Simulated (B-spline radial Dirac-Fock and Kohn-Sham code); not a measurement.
# K-line shifts caused by a second vacancy in Ag

System: neutral silver in the configuration [Kr] 4d9 5s2 (not the ground configuration).

Model: multi-electron Dirac-Fock with separately optimised hole states, Breit and Lamb-shift corrections added in first order. Program: a radial atomic solver. Each two-hole energy is an average over J within one jj subconfiguration, not an observable level; in light atoms, where LS coupling holds, the j-resolved values are not observed lines, and for a K spectator the Kα1 hypersatellite is nearly forbidden. Correlation energy is missing from these numbers.

Lines without a spectator: Kα2 (K-L2) 21988.1 eV, Kα1 (K-L3) 22161.0 eV, Kβ3 (K-M2) 24907.5 eV, Kβ1 (K-M3) 24938.7 eV. Shifts in eV with one spectator hole (a dash: not computed, or left out as unreliable):

| spectator hole | Kα2 | Kα1 | Kβ3 | Kβ1 |
| --- | --- | --- | --- | --- |
| L2 (2p1/2) | +58.0 | +72.8 | – | +155.0 |
| L3 (2p3/2) | +57.9 | +57.7 | +138.9 | – |
| M2 (3p1/2) | – | +8.01 | +17.98 | +21.97 |
| M3 (3p3/2) | +6.07 | – | +18.89 | +18.30 |
| M4 (3d3/2) | +0.93 | -1.50 | – | – |

Question: Where does the K-L3 hypersatellite lie, emitted when both K electrons are missing?

Answer: +549.3 eV from the normal line, at 22710.4 eV. Removing both K electrons costs 51790.6 eV, which is 737.3 eV more than twice the K binding energy.

With n spectator holes in 2p, averaged over the 2p shell (energies in eV):

| n | KαLⁿ | step | hypersatellite KαʰLⁿ |
| --- | --- | --- | --- |
| 0 | 22103.3 | – | 22647.7 |
| 1 | 22165.1 | +61.8 | 22710.9 |
| 2 | 22228.1 | +63.0 | 22775.3 |
| 3 | 22292.4 | +64.2 | 22840.9 |
| 4 | 22357.8 | +65.5 | 22907.8 |
| 5 | 22424.5 | +66.7 | 22975.9 |
